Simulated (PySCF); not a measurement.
## Circular dichroism: SMILES C#C[C@@H]1SBS[C@@H]1F, C4H4BFS2

Molfile (atoms numbered from 1):
```
C4H4BFS2
     RDKit          3D

 12 12  0  0  0  0  0  0  0  0999 V2000
    2.6182   -0.8672   -0.5419 C   0  0  0  0  0  0  0  0  0  0  0  0
    1.5410   -0.6860   -0.0531 C   0  0  0  0  0  0  0  0  0  0  0  0
    0.2269   -0.4389    0.4849 C   0  0  2  0  0  0  0  0  0  0  0  0
   -1.0847   -1.2942   -0.5347 S   0  0  0  0  0  0  0  0  0  0  0  0
   -2.3616   -0.1219   -0.2019 B   0  0  0  0  0  0  0  0  0  0  0  0
   -1.8874    1.3295    0.7187 S   0  0  0  0  0  0  0  0  0  0  0  0
   -0.0775    1.0550    0.5557 C   0  0  2  0  0  0  0  0  0  0  0  0
    0.3550    1.6978   -0.5694 F   0  0  0  0  0  0  0  0  0  0  0  0
    3.5694   -1.0372   -0.9497 H   0  0  0  0  0  0  0  0  0  0  0  0
    0.1377   -0.8687    1.4880 H   0  0  0  0  0  0  0  0  0  0  0  0
   -3.4598   -0.3008   -0.5334 H   0  0  0  0  0  0  0  0  0  0  0  0
    0.4239    1.5320    1.4049 H   0  0  0  0  0  0  0  0  0  0  0  0
  1  2  3  0
  2  3  1  0
  3  4  1  0
  4  5  1  0
  5  6  1  0
  6  7  1  0
  7  8  1  0
  7  3  1  0
  1  9  1  0
  3 10  1  1
  5 11  1  0
  7 12  1  1
M  END
```

Theory: PySCF, TDDFT PBE0/def2-SVPD circular dichroism and optical rotation, one conformer, gas phase. Geometry: GFN2-xTB.

Singlets 13 and 14 lie within 0.01 eV of each other, so their separate moments and overlaps can depend on how they mix.

Problem. What are the CIP labels of the stereocentres?

Solution. C3 S, C7 S.

Problem. Which excitations and rotatory strengths does the calculation give?

Solution. Rotatory strengths R in 10⁻⁴⁰ esu² cm², velocity form and length form (origin at the centre of mass); f in length form.
```tsv
state	E (eV)	λ (nm)	f	R (velocity)	R (length)	main
1	5.36	232	0.005	+12.9	+12.0	HOMO→LUMO+1 0.84, HOMO→LUMO 0.12
2	5.39	230	0.099	-18.1	-19.4	HOMO→LUMO 0.84, HOMO→LUMO+1 0.12
3	6.07	204	0.001	-4.2	-4.2	HOMO−1→LUMO+1 0.47, HOMO−2→LUMO+1 0.21
4	6.24	199	0.002	+10.2	+10.3	HOMO−1→LUMO 0.56, HOMO−2→LUMO+1 0.11
5	6.30	197	0.005	+29.3	+29.6	HOMO→LUMO+2 0.67, HOMO−1→LUMO 0.11
6	6.36	195	0.024	-25.5	-25.8	HOMO−2→LUMO 0.56, HOMO−3→LUMO 0.17
7	6.52	190	0.028	-33.0	-32.6	HOMO−2→LUMO+1 0.36, HOMO−1→LUMO+1 0.17
8	6.60	188	0.004	-1.9	-2.2	HOMO−3→LUMO 0.36, HOMO−2→LUMO 0.23
9	6.76	183	0.007	-25.0	-24.1	HOMO−3→LUMO+1 0.39, HOMO−2→LUMO+2 0.13
10	6.80	182	0.004	-9.9	-10.0	HOMO→LUMO+3 0.41, HOMO−1→LUMO+2 0.12
11	6.96	178	0.004	+36.2	+34.6	HOMO−3→LUMO+1 0.43, HOMO→LUMO+3 0.35
12	7.03	176	0.061	+49.2	+49.6	HOMO−4→LUMO 0.58, HOMO−3→LUMO 0.34
13	7.16	173	0.006	-22.2	-20.4	HOMO→LUMO+4 0.67, HOMO−2→LUMO+2 0.08
14	7.17	173	0.006	+30.5	+28.2	HOMO−4→LUMO+1 0.69, HOMO→LUMO+3 0.09
15	7.37	168	0.034	-31.4	-31.9	HOMO→LUMO+5 0.57
16	7.43	167	0.001	+10.6	+10.7	HOMO−5→LUMO 0.91
```

Among the states computed, the strongest CD band (largest |R|) is state 12. The largest dissymmetry factor in size, g = 4R/(D+G), with D and G the electric and magnetic dipole strengths, is +0.09 for state 11 (velocity form, f = 0.004), among bands with |R| over 0.5. The mirror image has the same energies and oscillator strengths and all R with the opposite sign.
